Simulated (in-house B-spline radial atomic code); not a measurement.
# Ionising Ru8+ with different functionals

Computed with a B-spline radial code for spherical atoms: scalar-relativistic (spin-free X2C) Hamiltonian, Fermi nucleus of rms radius 4.4809 fm, spin-polarised at highest spin, spherical fractional occupations for the functionals, the average over the highest-spin determinants for Hartree-Fock. The ionisation energy is the difference of two self-consistent energies, [Ar] 3d10 4s2 4p6 → [Ar] 3d10 4s2 4p5, without Breit or QED terms; ε is the level of the shell that loses the electron (its least bound occupied spin orbital). There is no spin-orbit coupling in this Hamiltonian.

Hybrids are left out here: with spherical fractional occupations of an open shell their exact exchange keeps a self-interaction that integer-occupation calculations don't have.

```csv
method,rung,ΔSCF (eV),-ε(4p) (eV)
Hartree-Fock,Hartree-Fock,178.66,179.35
LDA VWN5,LDA,179.66,169.30
LDA PW92,LDA,?,?
LDA exchange-only,LDA,177.62,167.33
PBE,GGA,179.46,169.18
PBEsol,GGA,?,?
BLYP,GGA,179.24,168.95
RPBE,GGA,179.43,169.17
PW91,GGA,179.58,169.29
BP86,GGA,179.60,169.29
AM05,GGA,179.47,169.16
OLYP,GGA,179.91,169.69
TPSS,meta-GGA,179.73,169.52
SCAN,meta-GGA,180.30,170.22
r2SCAN,meta-GGA,180.25,170.14
revTPSS,meta-GGA,179.75,169.54
```

(1) What does LDA PW92 give?

(2) What does PBEsol give?

(3) How do they compare with the NIST value?

Results:

(1) ΔSCF 179.65 eV, and -ε(4p) = 169.29 eV.

(2) ΔSCF 179.44 eV, and -ε(4p) = 169.15 eV.

(3) NIST lists 178.41 eV ± 0.05 (semi-empirical, ground level to ground level). Errors run from -0.79 to +1.89 eV; Hartree-Fock is closest (+0.25 eV), but part of that can be cancellation, since the calculations leave out spin-orbit coupling, Breit-QED terms, multiplet and fine-structure energies. Hartree-Fock also lacks correlation.
